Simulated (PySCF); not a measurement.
C2H4NO, SMILES NC(=O)[CH2], multiplicity 2.

Coordinates come from a PBE-D3(BJ)/def2-SVP optimisation. The isomer is the one that the SMILES or the coordinates give; other isomers of the formula were not compared. Other conformers were not sampled.

The numbers are results of PySCF with TDA-B3LYP/def2-SVPD, not measurements.

Vertical excitations. Isolated molecule, no solvent.

Computed excitation energies, oscillator strengths and character:
```
state    energy (eV)  λ (nm)      f                                                                        main pairs
-------  -----------  ------  -----  --------------------------------------------------------------------------------
root 1          2.21     561  0.000                                                                  β HOMO→LUMO 98 %
root 2          3.05     407  0.017                                                                β HOMO−1→LUMO 94 %
root 3          6.04     205  0.001       α HOMO→LUMO 9 %, β HOMO−4→LUMO 35 %, β HOMO−2→LUMO 27 %, β HOMO−3→LUMO 23 %
root 4          6.08     204  0.003                                               α HOMO→LUMO 77 %, β HOMO−3→LUMO 8 %
root 5          6.10     203  0.002       α HOMO→LUMO+1 36 %, α HOMO→LUMO 7 %, β HOMO−2→LUMO 27 %, β HOMO−3→LUMO 21 %
root 6          6.20     200  0.000                      α HOMO−1→LUMO+1 57 %, β HOMO−4→LUMO 23 %, β HOMO→LUMO+2 10 %
root 7          6.30     197  0.002  α HOMO−1→LUMO+1 28 %, β HOMO−4→LUMO 34 %, β HOMO−3→LUMO 21 %, β HOMO−2→LUMO 14 %
root 8          6.45     192  0.001                                           α HOMO−2→LUMO 6 %, β HOMO−1→LUMO+1 80 %
root 9          6.52     190  0.004                                            α HOMO−1→LUMO 12 %, β HOMO→LUMO+1 80 %
root 10         6.66     186  0.023                                            α HOMO−1→LUMO 85 %, β HOMO→LUMO+1 12 %
```
Unrestricted roots are not spin-pure.
